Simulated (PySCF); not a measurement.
Species: perfluorooctasilacubane Si8F8 `F[Si]12[Si]3(F)[Si]4(F)[Si]1(F)[Si]1(F)[Si]2(F)[Si]3(F)[Si]41F`, charge 0, multiplicity 1, gas phase. Level: B3LYP-D3(BJ)/def2-SVP // PBE-D3(BJ)/def2-SVP (PySCF). B3LYP has the VWN-RPA correlation part, as in Gaussian. The geometry has D3 symmetry (within 0.05 Å) and had no frequency check at the DFT level, so a distortion to lower symmetry isn't ruled out. 1 Ha = 27.2114 eV.

| charge state | geometry | total energy (Ha) |
|---|---|---|
| parent | parent | -3113.90593 |
| ion | parent | -3113.59504 |
| ion | ion | -3113.60730 |
| parent | ion | -3113.89420 |

The ion has one electron fewer. Take an electronic coupling of 5 meV between two like neighbours (an assumed value) and 300 K.

Task: Work out the inner reorganisation energy for hole transfer by the four-point rule, the barrier, and the Marcus rate of self-exchange.

Result: Relaxation of the ion: E(ion at parent) − E(ion at ion) = 334 meV. Relaxation of the parent: E(parent at ion) − E(parent at parent) = 319 meV. λ = 653 meV, barrier λ/4 = 163 meV. With kT = 25.9 meV and ħ = 6.582 × 10⁻¹⁶ eV·s, k = (2π/ħ) t² (4πλkT)^(−1/2) exp(−λ/4kT) = 9.4 × 10^8 s⁻¹. The outer (medium) part of λ and nuclear tunnelling are left out. The geometries come from the level after //, so the two parts are single-point differences.
